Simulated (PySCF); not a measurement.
An unknown is described by computed data only.

Formula: C3H8AlCl3S.

| Property | Result |
| --- | --- |
| UV, first state | lowest singlet excitation: 5.59 eV (222 nm, f = 0.010) [TDDFT wB97X-D/def2-SVPD] |
| Dipole | 6.23 D [wB97X-D/def2-SVPD] |
| 1H NMR | chemical shifts (computed TMS as zero) by class: 4.02 (2 H), 2.25 (6 H) ppm [GIAO PBE0/pcSseg-1] |
| 13C NMR | chemical shifts (computed TMS as zero) by class: 117.3 (1 C), 22.6 (2 C) ppm [GIAO PBE0/pcSseg-1] |
| Triplet | lowest triplet excitation (Tamm–Dancoff): 5.10 eV [TDA wB97X-D/def2-SVPD] |
| Polarisability | 128.5 au [wB97X-D/def2-SVPD] |
| Valence photoelectron | vertical ionisation energy: 9.43 eV [ΔSCF wB97X-D/def2-SVPD] |
| Rotational structure | rotational constants A, B, C: 1.307, 0.517, 0.492 GHz [PBE0-D3(BJ)/def2-SVP] |
| UV, strongest line | among the 10 lowest singlet transitions: S8 at 7.16 eV (173 nm, f = 0.042) [TDDFT wB97X-D/def2-SVPD] |
| NMR, other nuclei | isotropic shieldings of nuclei other than C and H, by class: 424 (1 Al), 589 (1 S), 536 (3 Cl) ppm [GIAO PBE0/pcSseg-1] |

Electronic properties: PySCF, gas phase, density fitting. Levels stand in brackets. Isolated species at its PBE0-D3(BJ)/def2-SVP geometry (one conformer only). NMR classes are plain means over equivalent atoms (diastereotopic ones count apart unless rotation or inversion swaps them), as if these changed places fast.

Task: What is the compound? Reason from the data.

Result: Numbering: `[CH3:1][S+:2]([CH3:3])[AlH2-:4][C:5]([Cl:6])([Cl:7])[Cl:8]`. 3 carbons fall into 2 classes; from least to most shielded: CCl3 carbon [C5] (117.3 ppm), S-methyl carbon [C1/C3] (22.6 ppm, 2 C, up to 4.2 ppm apart in this geometry). Hydrogen classes from least to most shielded: 2 H on an aluminium bonded to C, S and 2 H, Al4 (4.02 ppm), 6 H on 2 S-methyl carbons, C1/C3 (2.25 ppm, a mean of values up to 0.9 ppm apart in this geometry). The other shieldings belong to: 424 ppm, aluminium bonded to C, S and 2 H [Al4]; 589 ppm, sulfur bonded to Al and 2 C [S2]; 536 ppm, chlorine of a CCl3 group [Cl6/Cl7/Cl8]. The first electron is taken from the HOMO, whose largest Löwdin shares are 0.28 on the CCl3 carbon, 0.19 on each of 2 atoms of one kind (chlorine of a CCl3 group) and 0.17 on a chlorine of a CCl3 group. The optimised geometry has point group C1 and is an asymmetric top. Structure: `[AlH2-]([S+](C)C)[C](Cl)(Cl)Cl`. The assignments are read from this structure; whether some other isomer fits the data as well wasn't checked. NMR values of atoms bound to several Cl lack the spin–orbit term that these neighbours bring.

Shape of the structure used: `[CH3:1][S+:2]([CH3:3])[AlH2-:4][C:5]([Cl:6])([Cl:7])[Cl:8]`: C1–S2–Al4–C5 -78°, S2–Al4–C5–Cl6 67°.
